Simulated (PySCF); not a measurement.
C2H4FNOSi, SMILES C[Si@@H](F)OC#N.

Coordinates come from a PBE-D3(BJ)/def2-SVP optimisation. The structure was generated by enumeration; whether it is a known compound was not checked. The values are those of a single conformer.

These are PBE-D3(BJ)/def2-SVP (PySCF) values and carry that method's errors.

Frequencies are harmonic and unscaled.

Problem. Estimate the vibrational spectrum. (An estimate is asked for; the answer gives what the named calculation found.)

Solution. 
```
mode  ν (cm⁻¹)  IR (km/mol)   moving atoms (share of kinetic energy)
----  --------  -----------  ---------------------------------------
1           45          1.4            N 32 %, O 30 %, F 20 %, C 9 %
2          100          1.9   N 34 %, O 24 %, H 14 %, C 13 %, Si 9 %
3          125          0.3                                   H 93 %
4          198          0.1     C 33 %, H 25 %, F 20 %, N 8 %, O 8 %
5          257         13.6  F 25 %, C 20 %, O 19 %, Si 17 %, H 15 %
6          296         13.2          Si 31 %, F 29 %, O 17 %, H 13 %
7          488          3.1                           C 72 %, N 16 %
8          495          8.6                    C 69 %, N 14 %, O 9 %
9          620         35.4           H 38 %, C 26 %, O 19 %, Si 8 %
10         696         33.5          H 41 %, O 22 %, C 17 %, Si 15 %
11         731         14.4                   H 69 %, C 12 %, O 11 %
12         761         92.5                  H 40 %, Si 30 %, C 26 %
13         826         22.8                           H 64 %, F 24 %
14         854        209.8                  H 72 %, Si 15 %, C 11 %
15         931        200.3                  Si 43 %, F 28 %, H 24 %
16        1176        235.9                           O 65 %, N 30 %
17        1231         53.8                           H 76 %, C 23 %
18        1372          5.1                                   H 96 %
19        1374          4.8                                   H 96 %
20        2238         80.2                                   H 96 %
21        2321        251.3                           C 66 %, N 31 %
22        2986          1.3                                   H 97 %
23        3092          0.0                            H 91 %, C 9 %
24        3093          0.1                            H 91 %, C 9 %
```
